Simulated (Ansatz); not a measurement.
C$_{5}$H$_{8}$BFO$_{3}$ (`CC1=CC(C)=[O+][B-](O)(F)O1`) from Hartree–Fock to CCSD(T)

```xyz
18

C     1.021   -1.943   -1.543
C     0.618   -0.784   -0.705
C    -0.713   -0.452   -0.485
C    -1.004    0.525    0.458
C    -2.392    0.813    0.905
O    -0.087    1.211    1.025
B     1.348    1.244    0.479
O     2.271    1.490    1.489
F     1.373    2.169   -0.526
O     1.575   -0.131   -0.167
H     1.679   -2.596   -0.965
H     1.602   -1.577   -2.394
H     0.163   -2.507   -1.903
H    -1.505   -1.023   -0.946
H    -3.116    0.139    0.452
H    -2.444    0.739    1.993
H    -2.639    1.845    0.643
H     2.250    0.839    2.189
```

Total charge 0; spin multiplicity 1. The structure was optimised at the PBE0-D4/def2-TZVP level. It is one conformer, not always the lowest. Frozen core, restricted reference, Ansatz 0.2.0. CBS rows extrapolate triple and quadruple zeta; past MP2 they add the triple-zeta difference.

```csv
basis,HF (Eh),MP2 corr.,CCSD corr.,(T),CCSD(T) total
def2-SVP,-542.48454,-1.47515,?,-0.04762,?
def2-TZVPP,?,?,-1.89085,?,?
def2-QZVPP,-543.14785,-1.99350,–,–,–
CBS(def2),-543.15116,-2.09678,-2.13353,as TZ,-545.36402
```

(1) Fill in the withheld values. (An estimate is asked.)

Results:

(1) Ansatz gave: def2-SVP CCSD corr.: -1.53347; def2-SVP CCSD(T) total: -544.06563; def2-TZVPP HF (Eh): -543.12388; def2-TZVPP MP2 corr.: -1.85409; def2-TZVPP (T): -0.07933; def2-TZVPP CCSD(T) total: -545.09406.
